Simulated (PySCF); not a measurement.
# ²⁹Si chemical shifts

PySCF calculation with GIAO PBE0/pcSseg-1 shieldings and geometry: GFN2-xTB; no solvent model, a single conformation, non-relativistic Hamiltonian, averaged over atoms made equivalent by symmetry, fast rotation or ring inversion.

Shieldings were converted by a linear fit to measured shifts: ²⁹Si (scatter 8.9 ppm rms, 25.8 ppm with the 6 outliers that the fit left out vs TMS, solution or neat liquid). Occasional misses reach two or three times the rms, and more in compound classes unlike the fitted ones.

(1) Give the ²⁹Si shifts of `C[Si@H](CF)[SiH2]N`, `C[C@H](F)[SiH2][SiH2]N`, `C=C[Si@](O)(C=O)[SiH2]P`, `C=C[C@@]([SiH3])(C#N)[C@H]([SiH3])Cl`, `CN[Si@H]1C=C[SiH2]C=C1Cl`, `CN[Si@H](C)[SiH2]F`.

(2) Order these by ²⁹Si shift, lowest first.
A. CCC[Si@H](F)CCl
B. CC[SiH2][C@H](Cl)CF
C. C=C(C#N)[Si](C)(C)Cl
D. C=C[SiH2][C@@H](Cl)CCl

Answers

(1) 
```tsv
compound	environment	δ (ppm)
[CH3:1][Si@H:2]([CH2:3][F:4])[SiH2:5][NH2:6]	Si2: silicon bonded to 2 C, Si, H	-45.5
[CH3:1][Si@H:2]([CH2:3][F:4])[SiH2:5][NH2:6]	Si5: silicon bonded to N, Si, 2 H	-48.3
[CH3:1][C@H:2]([F:3])[SiH2:4][SiH2:5][NH2:6]	Si5: silicon bonded to N, Si, 2 H	-51.2
[CH3:1][C@H:2]([F:3])[SiH2:4][SiH2:5][NH2:6]	Si4: silicon bonded to C, Si, 2 H	-66.8
[CH2:1]=[CH:2][Si@:3]([OH:4])([CH:5]=[O:6])[SiH2:7][PH2:8]	Si3: silicon bonded to 2 C, O, Si	-27.9
[CH2:1]=[CH:2][Si@:3]([OH:4])([CH:5]=[O:6])[SiH2:7][PH2:8]	Si7: silicon bonded to P, Si, 2 H	-88.5
[CH2:1]=[CH:2][C@@:3]([SiH3:4])([C:5]#[N:6])[C@H:7]([SiH3:8])[Cl:9]	Si4: silicon bonded to C, 3 H	-51.0
[CH2:1]=[CH:2][C@@:3]([SiH3:4])([C:5]#[N:6])[C@H:7]([SiH3:8])[Cl:9]	Si8: silicon bonded to C, 3 H	-57.7
[CH3:1][NH:2][Si@H:3]1[CH:4]=[CH:5][SiH2:6][CH:7]=[C:8]1[Cl:9]	Si3: silicon bonded to 2 C, N, H, in a 6-membered ring	-49.7
[CH3:1][NH:2][Si@H:3]1[CH:4]=[CH:5][SiH2:6][CH:7]=[C:8]1[Cl:9]	Si6: silicon bonded to 2 C, 2 H, in a 6-membered ring	-60.2
[CH3:1][NH:2][Si@H:3]([CH3:4])[SiH2:5][F:6]	Si5: silicon bonded to F, Si, 2 H	-4.6
[CH3:1][NH:2][Si@H:3]([CH3:4])[SiH2:5][F:6]	Si3: silicon bonded to C, N, Si, H	-32.7
```

(2) D (-37.0 ppm, silicon bonded to 2 C, 2 H), B (-25.8 ppm, silicon bonded to 2 C, 2 H), A (2.8 ppm, silicon bonded to 2 C, F, H), C (12.5 ppm, silicon bonded to 3 C, Cl).
